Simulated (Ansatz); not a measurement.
CH2SZn, relaxed with RKS PBE-D4/def2-SVP in the Gaussian-basis code of Ansatz from a rough embedded geometry. The force threshold is 0.03 eV/Å; the program also tests the step.

The species carries charge 0 and has multiplicity 1. The bonds changed during the relaxation, so this is another structure than the one it started from.

Start:

```xyz
5

C     0.201   -0.078   -0.411
S    -0.435   -1.328    0.747
Zn   -1.274    1.143    0.546
H     0.591    0.754    0.192
H     0.917   -0.491   -1.073
```

| step | energy (eV) | largest force (eV/Å) | largest move (Å) |
| --- | --- | --- | --- |
| 1 | -60297.3523 | 2.646 | 0.000 |
| 2 | -60297.9135 | 1.404 | 0.199 |
| 3 | -60298.2314 | 1.738 | 0.190 |
| 4 | -60298.5897 | 1.546 | 0.195 |
| 5 | -60298.7840 | 0.799 | 0.194 |
| 6 | -60298.8427 | 0.171 | 0.160 |
| 7 | -60298.8525 | 0.145 | 0.053 |
| 8 | -60298.8553 | 0.079 | 0.047 |
| 9 | -60298.8559 | 0.027 | 0.009 |

End:

```xyz
5

C     0.342   -0.263   -0.022
S    -0.007   -1.660    0.767
Zn   -1.495    1.527   -0.080
H     0.909    0.563    0.461
H     0.251   -0.167   -1.126
```

Hardware: 2 threads of an Intel Xeon Platinum 8488C on a shared host. Wall time 8.5 s, peak host memory 0.16 GiB.
